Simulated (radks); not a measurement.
Q: Ta, 73 electrons, occupied as [Kr] 4d10 4f14 5s2 5p4 5d5 6s2 (not the ground configuration). Calculated with a radial shooting solver on a logarithmic mesh with Libxc functionals: scalar-relativistic Kohn-Sham, r2SCAN, spin-polarised, spherical densities, finite nucleus; open shells are filled with parallel spins first (spin-orbit coupling, left out, can overturn this in heavy ions); meta-GGA in the generalised Kohn-Sham scheme; Fermi nuclear charge, rms radius 5.3507 fm. Some entries of the table are withheld. Estimate them.

| orbital | occ. | eigenvalue (hartree) | <r> (bohr) | <r^2> (bohr^2) |
|---|---|---|---|---|
| 1s up | 1 | -2478.503 | 0.01867 | 0.0004789 |
| 1s down | 1 | -2478.492 | 0.01867 | 0.0004789 |
| 2s up | 1 | -426.9231 | 0.07894 | 0.007374 |
| 2s down | 1 | -426.9082 | 0.07894 | 0.007374 |
| 2p up | 3 | -374.0800 | 0.07057 | 0.006085 |
| 2p down | 3 | -374.0633 | 0.07057 | 0.006085 |
| 3s up | 1 | -98.28011 | 0.2046 | 0.04785 |
| 3s down | 1 | -98.27787 | 0.2046 | 0.04785 |
| 3p up | 3 | -82.48757 | 0.2047 | 0.04859 |
| 3p down | 3 | -82.48251 | 0.2047 | 0.04859 |
| 3d up | 5 | -64.02565 | 0.1857 | 0.04040 |
| 3d down | 5 | -64.01424 | 0.1857 | 0.04040 |
| 4s up | 1 | -20.38454 | 0.4589 | 0.2377 |
| 4s down | 1 | -20.36542 | 0.4590 | 0.2378 |
| 4p up | 3 | -15.18138 | 0.4876 | 0.2704 |
| 4p down | 3 | -15.16394 | 0.4876 | 0.2703 |
| 4d up | 5 | -8.48687 | 0.5235 | 0.3177 |
| 4d down | 5 | -8.46481 | 0.5225 | 0.3162 |
| 5s up | 1 | -2.95660 | 1.100 | 1.360 |
| 5s down | 1 | -2.73320 | 1.083 | 1.319 |
| 5p up | 3 | -1.68876 | 1.280 | 1.858 |
| 5p down | 1 | -1.43808 | 1.268 | 1.828 |
| 4f up | 7 | -1.10252 | 0.6391 | 0.5189 |
| 4f down | 7 | -1.05477 | 0.6249 | 0.4904 |
| 5d up | 5 | -0.25597 | 1.949 | 4.528 |
| 6s up | 1 | -0.24473 | 3.033 | (1) |
| 6s down | 1 | -0.17468 | 3.503 | (2) |
| 5d down | 0 | -0.05843 | 2.461 | 7.815 |
| 6p up | 0 | -0.04981 | 4.450 | 23.44 |
| 6p down | 0 | -0.02940 | 4.691 | 25.17 |

A: 
(1) 6s up <r^2> (bohr^2): 10.46
(2) 6s down <r^2> (bohr^2): 14.03
